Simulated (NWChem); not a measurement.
System: C₄H₇Cl; SMILES C1C(CC1)Cl

Here is an NWChem input.

```
start job
memory heap 200 mb stack 900 mb global 1100 mb
geometry units angstroms noautosym nocenter noautoz
  Cl     0.110314     1.821284     0.000000
  C      0.544709     0.060016     0.000000
  C     -0.068449    -0.843970    -1.086374
  C     -0.167258    -1.953514     0.000000
  C     -0.068449    -0.843970     1.086374
  H      1.635789     0.025017     0.000000
  H      0.531230    -1.031452    -1.981559
  H     -1.058471    -0.485554    -1.382622
  H      0.708683    -2.609515     0.000000
  H     -1.069740    -2.570620     0.000000
  H      0.531230    -1.031452     1.981559
  H     -1.058471    -0.485554     1.382622
end
basis spherical
  * library def2-svp
end
dft
  xc b3lyp
  iterations 150
  mulliken
end
task dft energy
esp
  recalculate
  probe 0.07
  range 0.3
  factor 1.0
  spacing 0.02
end
task esp
```

Parts of the log:

```
             Northwest Computational Chemistry Package (NWChem) 7.3.0
             --------------------------------------------------------

                             Geometry "geometry" -> ""
                             -------------------------

 Output coordinates in angstroms (scale by  1.889725989 to convert to a.u.)

  No.       Tag          Charge          X              Y              Z
 ---- ---------------- ---------- -------------- -------------- --------------
    1 Cl                  17.0000     0.11031400     1.82128400     0.00000000
    2 C                    6.0000     0.54470900     0.06001600     0.00000000
    3 C                    6.0000    -0.06844900    -0.84397000    -1.08637400
    4 C                    6.0000    -0.16725800    -1.95351400     0.00000000
    5 C                    6.0000    -0.06844900    -0.84397000     1.08637400
    6 H                    1.0000     1.63578900     0.02501700     0.00000000
    7 H                    1.0000     0.53123000    -1.03145200    -1.98155900
    8 H                    1.0000    -1.05847100    -0.48555400    -1.38262200
    9 H                    1.0000     0.70868300    -2.60951500     0.00000000
   10 H                    1.0000    -1.06974000    -2.57062000     0.00000000
   11 H                    1.0000     0.53123000    -1.03145200     1.98155900
   12 H                    1.0000    -1.05847100    -0.48555400     1.38262200

 Effective nuclear repulsion energy (a.u.)     219.6047672058

                                 NWChem DFT Module
                                 -----------------

 Summary of "ao basis" -> "ao basis" (spherical)
 ------------------------------------------------------------------------------
       Tag                 Description            Shells   Functions and Types
 ---------------- ------------------------------  ------  ---------------------
 Cl                         def2-svp                 8       18   4s3p1d
 C                          def2-svp                 6       14   3s2p1d
 H                          def2-svp                 3        5   2s1p

            General Information
            -------------------
          SCF calculation type: DFT
          Wavefunction type:  closed shell.
          No. of atoms     :    12
          No. of electrons :    48
           Alpha electrons :    24
            Beta electrons :    24
          Charge           :     0
          Spin multiplicity:     1
          Use of symmetry is: off; symmetry adaption is: off
          Maximum number of iterations: 150
          AO basis - number of functions:   109
                     number of shells:    53
          Convergence on energy requested:  1.00D-06
          Convergence on density requested:  1.00D-05
          Convergence on gradient requested:  5.00D-04

              XC Information
              --------------
                         B3LYP Method XC Potential
                     Hartree-Fock (Exact) Exchange  0.200
                        Slater Exchange Functional  0.800 local
                    Becke 1988 Exchange Functional  0.720 non-local
              Lee-Yang-Parr Correlation Functional  0.810
                  VWN I RPA Correlation Functional  0.190 local

             Grid Information
             ----------------
          Grid used for XC integration:  medium
          Radial quadrature: Mura-Knowles
          Angular quadrature: Lebedev.
          Tag              B.-S. Rad. Rad. Pts. Rad. Cut. Ang. Pts.
          ---              ---------- --------- --------- ---------
          Cl                  1.00       88          11.0       590
          C                   0.70       49          10.0       434
          H                   0.35       45          11.0       434
          Grid pruning is: on
          Number of quadrature shells:   599
          Spatial weights used:  Erf1

      Superposition of Atomic Density Guess
      -------------------------------------

 Sum of atomic energies:        -613.31771437

      Non-variational initial energy
      ------------------------------

 Total energy =    -616.498469
 1-e energy   =   -1276.287495
 2-e energy   =     440.184259
 HOMO         =      -0.343364
 LUMO         =       0.063042

     ---------------------------------------------
      Total Density - Mulliken Population Analysis
     ---------------------------------------------

    Atom       Charge   Shell Charges
 -----------   ------   -------------------------------------------------------
    1 Cl  17    17.30   2.00  1.99  1.23  0.71  5.94  2.14  3.27  0.02
    2 C    6     5.92   1.99  0.95  0.32  1.71  0.90  0.05
    3 C    6     6.13   1.99  0.97  0.18  2.00  0.95  0.03
    4 C    6     6.18   1.99  0.96  0.22  1.98  0.99  0.03
    5 C    6     6.13   1.99  0.97  0.18  2.00  0.95  0.03
    6 H    1     0.91   0.69  0.19  0.02
    7 H    1     0.90   0.68  0.20  0.02
    8 H    1     0.91   0.68  0.21  0.02
    9 H    1     0.90   0.68  0.20  0.02
   10 H    1     0.90   0.68  0.20  0.02
   11 H    1     0.90   0.68  0.20  0.02
   12 H    1     0.91   0.68  0.21  0.02

   convergence    iter        energy       DeltaE   RMS-Dens  Diis-err
 ---------------- ----- ----------------- --------- --------- ---------
 d= 0,ls=0.0,diis     1   -616.5126073829 -8.36D+02  9.78D-03  4.75D-01
 d= 0,ls=0.0,diis     2   -616.5247115497 -1.21D-02  6.75D-03  3.52D-01
 d= 0,ls=0.0,diis     3   -616.5611623777 -3.65D-02  2.02D-03  6.43D-02
 d= 0,ls=0.0,diis     4   -616.5693911404 -8.23D-03  2.22D-04  6.25D-04
 d= 0,ls=0.0,diis     5   -616.5694535622 -6.24D-05  7.30D-05  8.21D-05
  Resetting Diis
 d= 0,ls=0.0,diis     6   -616.5694635723 -1.00D-05  2.14D-05  4.93D-06
 d= 0,ls=0.0,diis     7   -616.5694642517 -6.79D-07  3.98D-06  7.04D-08

         Total DFT energy =     -616.569464251669
      One electron energy =    -1280.822757712634
           Coulomb energy =      497.224458405583
    Exchange-Corr. energy =      -52.575932150464
 Nuclear repulsion energy =      219.604767205846

 Numeric. integr. density =       47.999997607560

                       DFT Final Molecular Orbital Analysis
                       ------------------------------------

 Vector   22  Occ=2.000000D+00  E=-3.346116D-01
              MO Center=  2.3D-02, -1.0D+00, -2.9D-09, r^2= 2.7D+00
   Bfn.  Coefficient  Atom+Function         Bfn.  Coefficient  Atom+Function
  ----- ------------  ---------------      ----- ------------  ---------------
    52      0.351794   4 C  pz               38     -0.302843   3 C  pz
    66     -0.302843   5 C  pz               80      0.199105   7 H  s
   100     -0.199105  11 H  s                24      0.174778   2 C  pz
    55      0.161539   4 C  pz               41     -0.148569   3 C  pz
    69     -0.148569   5 C  pz               13      0.119464   1 Cl pz

 Vector   23  Occ=2.000000D+00  E=-2.813267D-01
              MO Center=  1.2D-01,  1.3D+00, -7.7D-09, r^2= 2.3D+00
   Bfn.  Coefficient  Atom+Function         Bfn.  Coefficient  Atom+Function
  ----- ------------  ---------------      ----- ------------  ---------------
    13      0.607232   1 Cl pz               10      0.439492   1 Cl pz
     7      0.255249   1 Cl pz               24     -0.183396   2 C  pz
    35      0.170335   3 C  s                63     -0.170335   5 C  s
    37      0.120895   3 C  py               65     -0.120895   5 C  py
    38      0.112835   3 C  pz               66      0.112835   5 C  pz

[...]

                     NWChem Electrostatic Potential Fit Module
                     -----------------------------------------

 Atom parameters

 Number of atoms is                                   12
 Number of basis functions is                        109

 Grid parameters

 Maximum number of grid points is                  42557
 Number of grid points is                          42556
 Grid range                                     0.300000 nm
 Grid spacing                                   0.020000 nm
 Probe radius                                   0.070000 nm
 Atom radius factor                             1.000000

 Atomic radii

    1    0.100000
    6    0.147000
   17    0.169000
 FASTESP  F
  using M.O. file = ./job.movecs

    Atom              Coordinates                           Charge

                                                  ESP

    1 Cl    0.011031    0.182128    0.000000   -0.248145
    2 C     0.054471    0.006002    0.000000    0.165194
    3 C    -0.006845   -0.084397   -0.108637   -0.007047
    4 C    -0.016726   -0.195351    0.000000   -0.011402
    5 C    -0.006845   -0.084397    0.108637   -0.003001
    6 H     0.163579    0.002502    0.000000    0.036865
    7 H     0.053123   -0.103145   -0.198156   -0.004868
    8 H    -0.105847   -0.048555   -0.138262    0.032054
    9 H     0.070868   -0.260952    0.000000    0.013962
   10 H    -0.106974   -0.257062    0.000000    0.002061
   11 H     0.053123   -0.103145    0.198156   -0.006344
   12 H    -0.105847   -0.048555    0.138262    0.030669
                                            ------------
                                               -0.000000

 Dipole moment                                  0.897413

 Quadrupole moment Qxx                          1.792525
                   Qyy                         -2.189846
                   Qzz                          0.397321

 RMS deviation kJ/mol                           0.057320

 RRMS %                                        37.381921
```

Level: B3LYP/def2-SVP. Structure relaxed at the B3LYP/6-31G* (spherical d) level. B3LYP is NWChem's, with the RPA form of VWN correlation.
